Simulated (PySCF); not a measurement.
## Working out the ionisation energy of Pt²⁺

Pt²⁺ [Xe] 4f14 5d8 (3F) → Pt³⁺ [Xe] 4f14 5d7 (4F). All numbers are calculated (PySCF 2.14, a scalar-relativistic core potential, in def2-QZVPPD with the def2 core potential (60 electrons)). Frozen: 5s2 5p6. Energies in hartree (1 hartree = 27.21139 eV):

```json
{"part": "UHF", "Pt²⁺ (lower)": "-117.500111", "Pt³⁺ (upper)": "-116.428012"}
{"part": "CCSD correlation", "Pt²⁺ (lower)": "-0.202741", "Pt³⁺ (upper)": "-0.150104"}
{"part": "(T)", "Pt²⁺ (lower)": "-0.006395", "Pt³⁺ (upper)": "-0.003380"}
```

Task: What does Hartree-Fock give?

Result: (-116.428012) − (-117.500111) = 1.072099 hartree = 29.173 eV.

Task: What do CCSD and CCSD(T) give?

Result: The CCSD correlation energies differ by 0.052637 hartree = 1.432 eV and the triples by 0.003015 hartree = 0.082 eV, so CCSD gives 30.605 eV and CCSD(T) 30.687 eV.

Reference: 29 ± 1.6 eV (theoretical estimate listed by NIST; NIST Atomic Spectra Database, ionization energies), between the lowest levels; spin-orbit coupling is absent from the calculation.

What remains against the reference includes basis incompleteness, the frozen core and higher excitations.
